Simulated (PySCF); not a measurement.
Geometry (Å), atoms numbered from 1 in this order:
```xyz
20

N    -3.7819   -1.3211   -0.3920
C    -2.7619   -0.9654   -0.0175
C    -1.4722   -0.5072    0.4395
C    -1.1732    0.8808   -0.1439
C     0.0169    1.5210    0.5599
Si    1.5260    0.3694    0.4268
P     2.3412    0.6303   -1.6637
N     0.8539   -1.2011    0.6839
C    -0.4061   -1.5448    0.0611
H    -1.5038   -0.4327    1.5334
H    -2.0606    1.5123   -0.0372
H    -0.9628    0.7812   -1.2126
H     0.2189    2.4927    0.1088
H    -0.2342    1.7006    1.6049
H     2.4791    0.5276    1.5305
H     3.0091    1.8115   -1.3938
H     3.4749   -0.1324   -1.4408
H     1.4827   -1.9891    0.7134
H    -0.3289   -1.5922   -1.0359
H    -0.7221   -2.5306    0.4179
```

PySCF 2.14 calculation with geometry from GFN2-xTB and shieldings: GIAO PBE0/pcSseg-1; no relativistic terms, averaged over atoms made equivalent by symmetry, fast rotation or ring inversion, no solvent model, single conformer.

Referencing at the same level of theory: TMS for ¹³C (186.93 ppm), ¹H (31.72 ppm), ²⁹Si (349.16 ppm); ¹⁵N (267.73 ppm) vs NH3; ³¹P (318.38 ppm) vs H3PO4.

| atoms | nucleus | count | δ (ppm) |
| --- | --- | --- | --- |
| C2 | ¹³C | 1 | 125.9 |
| H11 | ¹H | 1 | 2.48 |
| Si6 | ²⁹Si | 1 | ? |
| C5 | ¹³C | 1 | ? |
| H15 | ¹H | 1 | 5.46 |
| C9 | ¹³C | 1 | 49.9 |
| P7 | ³¹P | 1 | -300.1 |
| C3 | ¹³C | 1 | 32.0 |
| H19 | ¹H | 1 | ? |
| H14 | ¹H | 1 | 1.05 |
| H20 | ¹H | 1 | 3.30 |
| N1 | ¹⁵N | 1 | ? |
| H10 | ¹H | 1 | 2.25 |
| H16/H17 | ¹H | 2 | 0.85 |
| C4 | ¹³C | 1 | ? |
| N8 | ¹⁵N | 1 | 35.9 |
| H18 | ¹H | 1 | 0.43 |
| H12 | ¹H | 1 | ? |
| H13 | ¹H | 1 | 0.68 |

**Question.** Estimate the values marked ?.

**Answer.** 
- C4: 31.1 ppm, sp3 CH2 in a ring; saturated and bonded to C and H only
- C5: 14.0 ppm, sp3 CH2 bonded to Si
- H19: 3.36 ppm, hydrogen on an sp3 CH2 bonded to N; its carbon carries N, hence the downfield position
- H12: 2.08 ppm, hydrogen on an sp3 CH2 in a ring
- N1: 298.6 ppm, nitrile nitrogen
- Si6: -15.2 ppm, silicon bonded to C, N, P, H, in a 6-membered ring

Exchangeable OH/NH protons stand at their gas-phase positions; hydrogen bonding in a real sample shifts them, mostly to higher δ. Shifts are as computed. Against solution values, carbons near 30 ppm lie about +3 ppm off and those near 130 ppm about +5 ppm. Of 1211 compounds with measured shifts, 218 miss one by over three times the rms of a fit or turn the order of signals round; such compounds aren't used in these exercises. Experimental scales use liquid or dissolved standards, which lie at an offset from isolated NH3 (liquid NH3: subtract about 20 ppm) and H3PO4. Unscaled 15N shifts of sp2 nitrogen come out 20 to 40 ppm too high even then.
